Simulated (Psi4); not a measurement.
A run for Psi4: SAPT0/jun-cc-pV(D+d)Z on CHN3 (a complex).

```
memory 1800 MB

molecule dimer {
0 1
N     0.06391486    0.32300396   -1.09638648
N     0.03054041    0.11817665   -0.02597587
--
0 1
C    -0.07734372   -0.54918415    3.42180616
N    -0.11256096   -0.76755802    4.54661485
H    -0.04446972   -0.34468306    2.37381701
units angstrom
symmetry c1
no_reorient
no_com
}

set {
  basis jun-cc-pV(D+d)Z
  scf_type df
  freeze_core true
}

energy('sapt0')
```

It printed:

```
[...]
==> Input File <==

--------------------------------------------------------------------------
memory 1800 MB

molecule dimer {
0 1
N     0.06391486    0.32300396   -1.09638648
N     0.03054041    0.11817665   -0.02597587
--
0 1
C    -0.07734372   -0.54918415    3.42180616
N    -0.11256096   -0.76755802    4.54661485
H    -0.04446972   -0.34468306    2.37381701
units angstrom
symmetry c1
no_reorient
no_com
}

set {
  basis jun-cc-pV(D+d)Z
  scf_type df
  freeze_core true
}

energy('sapt0')
--------------------------------------------------------------------------


   => Loading Basis Set <=

    Name: JUN-CC-PV(D+D)Z
    Role: ORBITAL
    Keyword: BASIS
    atoms 1-2, 4 entry N          line   222 file jun-cc-pv_dpd_z.gbs
    atoms 3      entry C          line   188 file jun-cc-pv_dpd_z.gbs
    atoms 5      entry H          line    60 file jun-cc-pv_dpd_z.gbs

   => Loading Basis Set <=

    Name: JUN-CC-PV(D+D)Z
    Role: ORBITAL
    Keyword: BASIS
    atoms 1-2, 4 entry N          line   222 file jun-cc-pv_dpd_z.gbs
    atoms 3      entry C          line   188 file jun-cc-pv_dpd_z.gbs
    atoms 5      entry H          line    60 file jun-cc-pv_dpd_z.gbs


  //>>>>>>>>>>>>>>>>>>>>>>>>>>>>>>>>>>>//
  //              Dimer HF             //
  //<<<<<<<<<<<<<<<<<<<<<<<<<<<<<<<<<<<//

   => Libint2 <=

    Primary   basis highest AM E, G, H:  7, 6, 3
    Auxiliary basis highest AM E, G, H:  7, 7, 4
    Onebody   basis highest AM E, G, H:  -, -, -
    Solid Harmonics ordering:            Gaussian


   => Loading Basis Set <=

    Name: JUN-CC-PV(D+D)Z
    Role: ORBITAL
    Keyword: BASIS
    atoms 1-2, 4 entry N          line   222 file jun-cc-pv_dpd_z.gbs
    atoms 3      entry C          line   188 file jun-cc-pv_dpd_z.gbs
    atoms 5      entry H          line    60 file jun-cc-pv_dpd_z.gbs


         ---------------------------------------------------------
                                   SCF
               by Justin Turney, Rob Parrish, Andy Simmonett
                          and Daniel G. A. Smith
                              RHF Reference
                        1 Threads,   1716 MiB Core
         ---------------------------------------------------------

  ==> Geometry <==

    Molecular point group: c1
    Full point group: C1

    Geometry (in Angstrom), charge = 0, multiplicity = 1:

       Center              X                  Y                   Z               Mass
    ------------   -----------------  -----------------  -----------------  -----------------
         N            0.063914860000     0.323003960000    -1.096386480000    14.003074004430
         N            0.030540410000     0.118176650000    -0.025975870000    14.003074004430
         C           -0.077343720000    -0.549184150000     3.421806160000    12.000000000000
         N           -0.112560960000    -0.767558020000     4.546614850000    14.003074004430
         H           -0.044469720000    -0.344683060000     2.373817010000     1.007825032230

  Running in c1 symmetry.

  Rotational constants: A =     35.33464  B =      0.03618  C =      0.03614 [cm^-1]
  Rotational constants: A = 1059305.80958  B =   1084.54299  C =   1083.43375 [MHz]
  Nuclear repulsion =   71.604148506960072

  Charge       = 0
  Multiplicity = 1
  Electrons    = 28
  Nalpha       = 14
  Nbeta        = 14

  ==> Algorithm <==

  SCF Algorithm Type is DF.
  DIIS enabled.
  MOM disabled.
  Fractional occupation disabled.
  Guess Type is SAD.
  Energy threshold   = 1.00e-08
  Density threshold  = 1.00e-08
  Integral threshold = 1.00e-12

  ==> Primary Basis <==

  Basis Set: JUN-CC-PV(D+D)Z
    Blend: JUN-CC-PV(D+D)Z
    Number of shells: 35
    Number of basis functions: 77
    Number of Cartesian functions: 81
    Spherical Harmonics?: true
    Max angular momentum: 2

   => Loading Basis Set <=

    Name: (JUN-CC-PV(D+D)Z AUX)
    Role: JKFIT
    Keyword: DF_BASIS_SCF
    atoms 1-2, 4 entry N          line   202 file jun-cc-pvdz-jkfit.gbs
    atoms 3      entry C          line   146 file jun-cc-pvdz-jkfit.gbs
    atoms 5      entry H          line    70 file jun-cc-pvdz-jkfit.gbs

  ==> Integral Setup <==

  DFHelper Memory: AOs need 0.016 GiB; user supplied 1.257 GiB.
  SCF_SUBTYPE=INCORE selected. In-core MEM_DF algorithm will be used.
  Using in-core AOs.

  ==> MemDFJK: Density-Fitted J/K Matrices <==

    J tasked:                   Yes
    K tasked:                   Yes
    wK tasked:                   No
    OpenMP threads:               1
    Algorithm:                 Core
    Schwarz Cutoff:           1E-12
    Mask sparsity (%):       6.0719
    Fitting Condition:        1E-10

   => Auxiliary Basis Set <=

  Basis Set: (JUN-CC-PV(D+D)Z AUX)
    Blend: JUN-CC-PVDZ-JKFIT
    Number of shells: 117
    Number of basis functions: 339
    Number of Cartesian functions: 389
    Spherical Harmonics?: true
    Max angular momentum: 3

  Minimum eigenvalue in the overlap matrix is 1.4713191206E-04.
  Reciprocal condition number of the o
[...]
125371    63A      3.139897    64A      3.139897
      65A      3.360306    66A      3.517091    67A      3.517091
      68A      3.585492    69A      3.712275    70A      4.079152
      71A      4.079152    72A      4.394800    73A      4.752832
      74A      4.752833    75A      7.386397    76A     24.959477
      77A     25.557264

    Final Occupation by Irrep:
              A
    DOCC [     7 ]
    NA   [     7 ]
    NB   [     7 ]

  @DF-RHF Final Energy:   -92.88652428565439

   => Energetics <=

    Nuclear Repulsion Energy =             24.0327944257627628
    One-Electron Energy =                -172.7364376986686807
    Two-Electron Energy =                  55.8171189872515185
    Total Energy =                        -92.8865242856543887

Computation Completed


Properties will be evaluated at   0.000000,   0.000000,   0.000000 [a0]

Properties computed using the SCF density matrix


 Multipole Moments:

 ------------------------------------------------------------------------------------
     Multipole            Electronic (a.u.)      Nuclear  (a.u.)        Total (a.u.)
 ------------------------------------------------------------------------------------

 L = 1.  Multiply by 2.5417464519 to convert [e a0] to [Debye]
 Dipole X            :          2.4897539           -2.4499520            0.0398020
 Dipole Y            :         17.2786676          -17.0315235            0.2471441
 Dipole Z            :       -104.6967328          103.4265211           -1.2702118
 Magnitude           :                                                    1.2946437

 ------------------------------------------------------------------------------------

  Constructing Basis Sets for SAPT...

   => Loading Basis Set <=

    Name: (JUN-CC-PV(D+D)Z AUX)
    Role: RIFIT
    Keyword: DF_BASIS_SAPT
    atoms 1-2, 4 entry N          line   144 file jun-cc-pvdz-ri.gbs
    atoms 3      entry C          line   100 file jun-cc-pvdz-ri.gbs
    atoms 5      entry H          line    30 file jun-cc-pvdz-ri.gbs

   => Loading Basis Set <=

    Name: (JUN-CC-PV(D+D)Z AUX)
    Role: JKFIT
    Keyword: DF_BASIS_ELST
    atoms 1-2, 4 entry N          line   202 file jun-cc-pvdz-jkfit.gbs
    atoms 3      entry C          line   146 file jun-cc-pvdz-jkfit.gbs
    atoms 5      entry H          line    70 file jun-cc-pvdz-jkfit.gbs


  //>>>>>>>>>>>>>>>>>>>>>>>>>>>>>>>>>>>//
  //               SAPT0               //
  //<<<<<<<<<<<<<<<<<<<<<<<<<<<<<<<<<<<//



        SAPT0
    Ed Hohenstein
     6 June 2009

      Orbital Information
  --------------------------
    NSO        =        77
    NMO        =        77
    NRI        =       274
    NRI (Elst) =       339
    NOCC A     =         7
    NOCC B     =         7
    FOCC A     =         2
    FOCC B     =         2
    NVIR A     =        70
    NVIR B     =        70

    Elst10,r            =    -0.002264677335 [Eh]
    Exch10              =     0.002286862575 [Eh]
    Exch10 (S^2)        =     0.002282437274 [Eh]

    Maxiter = 50
    CPHF R converge = 1.000000E-08

    Iter     Energy [mEh]          dE [mEh]         Residual      Time [s]
       1      -0.63921853       0.639218535     1.114074e-02             0
       2      -0.61286697      -0.026351569     2.660262e-03             0
       3      -0.71367860       0.100811635     3.456048e-04             0
       4      -0.71166272      -0.002015884     7.622821e-05             0
       5      -0.71128891      -0.000373803     1.638689e-05             0
       6      -0.71138547       0.000096560     3.197310e-06             0
       7      -0.71137774      -0.000007732     4.710694e-07             0
       8      -0.71137720      -0.000000540     5.373664e-08             0
       9      -0.71137737       0.000000169     8.966466e-09             0

    CHF Iterations converged

    Maxiter = 50
    CPHF R converge = 1.000000E-08

    Iter     Energy [mEh]          dE [mEh]         Residual      Time [s]
       1      -0.11770371       0.117703715     1.538890e-03             0
       2      -0.12757904       0.009875323     6.379082e-04             0
       3      -0.13372034       0.006141306     6.660091e-05             0
       4      -0.13346058      -0.000259768     1.311118e-05             0
       5      -0.13345624      -0.000004335     3.104592e-06             0
       6      -0.13346644       0.000010196     3.847389e-07             0
       7      -0.13346567      -0.000000764     3.608834e-08             0
       8      -0.13346571       0.000000041     5.506024e-09             0

    CHF Iterations converged

    Ind20,r (A<-B)      =    -0.000711377369 [Eh]
    Ind20,r (B<-A)      =    -0.000133465714 [Eh]
    Ind20,r             =    -0.000844843083 [Eh]
    Exch-Ind20,r (A<-B) =     0.000171913922 [Eh]
    Exch-Ind20,r (B<-A) =     0.000116054766 [Eh]
    Exch-Ind20,r        =     0.000287968689 [Eh]
    Disp20              =    -0.001222777499 [Eh]
    Disp20 (SS)         =    -0.000611388750 [Eh]
    Disp20 (OS)         =    -0.000611388750 [Eh]
    Exch-Disp20         =     0.000088864839 [Eh]
    Exch-Disp20 (SS)    =     0.000049452016 [Eh]
    Exch-Disp20 (OS)    =     0.000039412823 [Eh]

    SAPT Results
  --------------------------------------------------------------------------------------------------------
    Electrostatics                 -2.26467734 [mEh]      -1.42110648 [kcal/mol]      -5.94590952 [kJ/mol]
      Elst10,r                     -2.26467734 [mEh]      -1.42110648 [kcal/mol]      -5.94590952 [kJ/mol]

    Exchange                        2.28686257 [mEh]       1.43502793 [kcal/mol]       6.00415686 [kJ/mol]
      Exch10                        2.28686257 [mEh]       1.43502793 [kcal/mol]       6.00415686 [kJ/mol]
      Exch10(S^2)                   2.28243727 [mEh]       1.43225101 [kcal/mol]       5.99253824 [kJ/mol]

    Induction                      -0.78267369 [mEh]      -0.49113515 [kcal/mol]      -2.05490948 [kJ/mol]
      Ind20,r                      -0.84484308 [mEh]      -0.53014704 [kcal/mol]      -2.21813521 [kJ/mol]
      Exch-Ind20,r                  0.28796869 [mEh]       0.18070308 [kcal/mol]       0.75606169 [kJ/mol]
      delta HF,r (2)               -0.22579929 [mEh]      -0.14169119 [kcal/mol]      -0.59283596 [kJ/mol]

    Dispersion                     -1.13391266 [mEh]      -0.71154094 [kcal/mol]      -2.97708728 [kJ/mol]
      Disp20                       -1.22277750 [mEh]      -0.76730447 [kcal/mol]      -3.21040188 [kJ/mol]
      Exch-Disp20                   0.08886484 [mEh]       0.05576353 [kcal/mol]       0.23331460 [kJ/mol]
      Disp20 (SS)                  -0.61138875 [mEh]      -0.38365223 [kcal/mol]      -1.60520094 [kJ/mol]
      Disp20 (OS)                  -0.61138875 [mEh]      -0.38365223 [kcal/mol]      -1.60520094 [kJ/mol]
      Exch-Disp20 (SS)              0.04945202 [mEh]       0.03103161 [kcal/mol]       0.12983625 [kJ/mol]
      Exch-Disp20 (OS)              0.03941282 [mEh]       0.02473192 [kcal/mol]       0.10347835 [kJ/mol]

  Total HF                         -0.76048845 [mEh]      -0.47721370 [kcal/mol]      -1.99666214 [kJ/mol]
  Total SAPT0                      -1.89440111 [mEh]      -1.18875464 [kcal/mol]      -4.97374942 [kJ/mol]

  Special recipe for scaled SAPT0 (see Manual):
    Electrostatics sSAPT0          -2.26467734 [mEh]      -1.42110648 [kcal/mol]      -5.94590952 [kJ/mol]
    Exchange sSAPT0                 2.28686257 [mEh]       1.43502793 [kcal/mol]       6.00415686 [kJ/mol]
    Induction sSAPT0               -0.78099545 [mEh]      -0.49008205 [kcal/mol]      -2.05050328 [kJ/mol]
    Dispersion sSAPT0              -1.13339477 [mEh]      -0.71121596 [kcal/mol]      -2.97572756 [kJ/mol]
  Total sSAPT0                     -1.89220498 [mEh]      -1.18737655 [kcal/mol]      -4.96798350 [kJ/mol]
  --------------------------------------------------------------------------------------------------------



*** Psi4 exiting successfully. Buy a developer a beer!
```

The run finished.

Cost: roughly 2.8 core-seconds.
